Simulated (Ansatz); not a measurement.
`FC[SiH2]S` + H₂O → `OCF` + `[SiH3]S`  (formal hydrolysis of a C–Si bond)

Program: Ansatz. Geometries: PBE0-D4/def2-TZVP. ΔE: electronic, gas phase. CBS: MP2 limit from def2 TZ/QZ plus the TZ coupled-cluster correction, frozen cores. This one scheme is used for every species. DFT in def2-TZVPP. Each species was taken in one conformer, which may not be the lowest.

```json
{"level": "r2SCAN0", "ΔE (kcal/mol)": "5.4"}
{"level": "RPA@PBE/def2-TZVPP", "ΔE (kcal/mol)": "4.9"}
```

What does CCSD(T)/CBS give? (Estimate.)

Computed: +7.7 kcal/mol. The listed levels differ from it by -2.3, -2.8 kcal/mol.

Largest T1 diagnostic among the species: 0.011.

At CCSD(T), def2-SVP lies −7.5 kcal/mol from the extrapolated value and def2-TZVPP −1.8 kcal/mol. In def2-TZVPP, CCSD(T) changes the Hartree–Fock value by +4.2 kcal/mol (the triples alone add +0.3 kcal/mol) and MP2 by +5.4 kcal/mol. The D4 term adds +1.6 kcal/mol with B3LYP and +0.9 kcal/mol with PBE0; it sums over pairs of atoms, weighted by their polarisabilities, and B3LYP, whose exchange is more repulsive, gets the larger term.

B3LYP here is the variant with VWN-RPA as its local correlation; programs differ in this.
